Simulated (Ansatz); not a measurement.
Cost and result for the atomization energy of CH₄BrFSi, SMILES `F[SiH2]CBr` (8 atoms, 7 bonds).

Charge 0, multiplicity 1. Correlated methods include outer-core shells of Br, which these sets cover unevenly. Scalar relativity is left out up to krypton. Geometry: relaxed with PBE0-D4/def2-TZVP. It is one conformer, not always the lowest. Program: Ansatz. All runs use 4 threads of an Arm Neoverse V2 on a shared host. Times are those of one run each, without the atoms' runs, and a repeat can differ threefold. Electronic energies, without spin–orbit coupling; frozen cores. CCSD(T)/CBS adds CCSD(T) − MP2 in def2-TZVPP to the MP2 limit, and its time is that of the two runs behind it. T1 = 0.009. With those shells the extrapolation isn't a true limit.

CCSD(T)/CBS is a level of theory with its own doubt, some kJ/mol a heavy atom from the limit and from the frozen cores, so smaller differences don't rank the functionals.

```json
{"level": "LDA (SPW92)/def2-TZVPP", "functions": "208", "wall time": "0.9 s"}
{"level": "revPBE-D4/def2-TZVPP", "functions": "208", "wall time": "1.4 s"}
{"level": "BHLYP-D4/def2-TZVPP", "functions": "208", "wall time": "2.2 s"}
{"level": "CAM-B3LYP-D4/def2-TZVPP", "functions": "208", "wall time": "2.5 s"}
{"level": "r2SCAN-D4/def2-TZVPP (with forces)", "functions": "208", "wall time": "3.5 s"}
{"level": "CCSD(T)/def2-SVP", "functions": "98", "wall time": "3.5 s"}
{"level": "r2SCANh-D4/def2-TZVPP", "functions": "208", "wall time": "4 s"}
{"level": "PBE-QIDH/def2-TZVPP", "functions": "208", "wall time": "4.1 s"}
{"level": "B97M-V/def2-TZVPP", "functions": "208", "wall time": "6.5 s"}
{"level": "ωB97M-V/def2-TZVPP (with forces)", "functions": "208", "wall time": "8 s"}
{"level": "MP2/def2-QZVPP", "functions": "393", "wall time": "14 s"}
{"level": "CCSD(T)/def2-TZVPP", "functions": "208", "wall time": "83 s"}
{"level": "CCSD(T)/CBS(def2)", "functions": "–", "wall time": "97 s"}
```

Q: What atomization energy does each give, and how far from CCSD(T)/CBS? (Estimate.)

A: Ansatz gave: 
| level | atomization (kcal/mol) | difference from CCSD(T)/CBS | per bond |
| --- | --- | --- | --- |
| LDA (SPW92)/def2-TZVPP | 736.4 | 82.1 | 11.7 |
| revPBE-D4/def2-TZVPP | 640.5 | -13.8 | -2.0 |
| BHLYP-D4/def2-TZVPP | 632.6 | -21.7 | -3.1 |
| CAM-B3LYP-D4/def2-TZVPP | 650.9 | -3.4 | -0.5 |
| r2SCAN-D4/def2-TZVPP (with forces) | 651.8 | -2.5 | -0.4 |
| CCSD(T)/def2-SVP | 606.2 | -48.1 | -6.9 |
| r2SCANh-D4/def2-TZVPP | 648.0 | -6.3 | -0.9 |
| PBE-QIDH/def2-TZVPP | 645.9 | -8.4 | -1.2 |
| B97M-V/def2-TZVPP | 650.3 | -4.0 | -0.6 |
| ωB97M-V/def2-TZVPP (with forces) | 650.6 | -3.7 | -0.5 |
| MP2/def2-QZVPP | 658.2 | 3.9 | 0.6 |
| CCSD(T)/def2-TZVPP | 635.9 | -18.4 | -2.6 |
| CCSD(T)/CBS(def2) | 654.3 | 0.0 | 0.0 |

From BLYP to BHLYP (50 % exact exchange), in def2-TZVPP and without D4, the atomization energy moves by −8.5 kcal/mol: exact exchange takes away binding that semilocal exchange gives to molecules. At CCSD(T), def2-SVP lies −48.1 kcal/mol from the extrapolated value and def2-TZVPP −18.5 kcal/mol: correlation converges slowly with the basis, and small sets miss more of it in the bonded molecule than in its fragments. Leaving LDA and LC-ωPBE aside and taking each functional with its dispersion term where it has one, the values, not all of them listed here, spread over 22.9 kcal/mol, from BHLYP-D4 to PBE-D4. LDA lies +84.8 kcal/mol from PBE without D4, its usual overbinding.
